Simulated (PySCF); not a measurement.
Gas-phase XPS of Ti(SMe)Me3, computed

Compound: Ti(SMe)Me3, C₄H₁₂STi (singlet state).
Geometry (PBE0-D3(BJ)/def2-SVP, Å), atoms numbered from 1 in this order:
```
atom  x, y, z in Å
Ti1   -0.2530   -0.3961   -0.1031
S2    -0.1838   -0.5559    2.1710
C3     0.7625    0.9983    2.3470
H4     1.7290    0.7839    2.8230
H5     0.1929    1.6999    2.9714
H6     0.9599    1.4871    1.3786
C7     1.6389   -0.3350   -0.9033
H8     2.1388    0.6353   -0.7479
H9     1.5490   -0.5218   -1.9886
H10    2.2505   -1.1334   -0.4488
C11   -1.2107    1.3184   -0.7131
H12   -1.4142    1.2169   -1.7945
H13   -0.6120    2.2292   -0.5472
H14   -2.1684    1.4126   -0.1729
C15   -1.2258   -1.9865   -0.9387
H16   -2.2467   -2.0488   -0.5224
H17   -0.6763   -2.9134   -0.6979
H18   -1.2870   -1.8738   -2.0349
```

The calculation used delta-SCF UKS SCAN, pcX-2 on the ionised atom (unc-x2c-TZVPall on a metal), pcseg-1 elsewhere, spin-free X2C in PySCF 2.14.0. Vertical ΔSCF values, vacuum level as zero.

Question: Give the core binding energies atom by atom.

Answer: 
```csv
atom(s),bonded to,level,binding energy (eV),2p1/2 (eV),above the level's lowest (eV),count
S2,C and Ti,S 1s,2475.91,–,0.00,1
Ti1,S and 3 C,Ti 2p3/2,461.50,467.22,0.00,1
C3,S and 3 H,C 1s,291.36,–,+2.19,1
C7/C11/C15,3 H and Ti,C 1s,289.17,–,0.00,3
```

The listed C 1s values span 2.19 eV, from C7/C11/C15 (bonded to 3 H and Ti) to C3 (bonded to S and 3 H).

Question: Give the binding energy of Ti 2p3/2 of Ti1 in hartree and in kJ/mol.

Answer: 461.50 eV = 16.9598 Eh = 44528 kJ/mol.

One atom of each set of topologically equivalent atoms was ionised and stands for the set; in this conformer not all members are related by symmetry, and their own values weren't computed. Not every level is listed. The 2p values aren't plain energy differences: one relaxed spin-free 2p hole is combined with a matrix within the shell (ground-state 2p orbital-energy differences and spin–orbit coupling). 2p3/2, the mean of its two sublevels, lies a third of the splitting below the shell's mean and 2p1/2 two thirds above it; the statistical areas are 2:1. 2p1/2 minus 2p3/2 (ligand field included): Ti 5.72 eV. Satellites of the metal's 2p lines aren't described. Geometry: PBE0-D3(BJ)/def2-SVP; no solvent, vibrations or thermal averaging. Metal 2p energies of this one-determinant scheme are less reliable than its 1s energies.
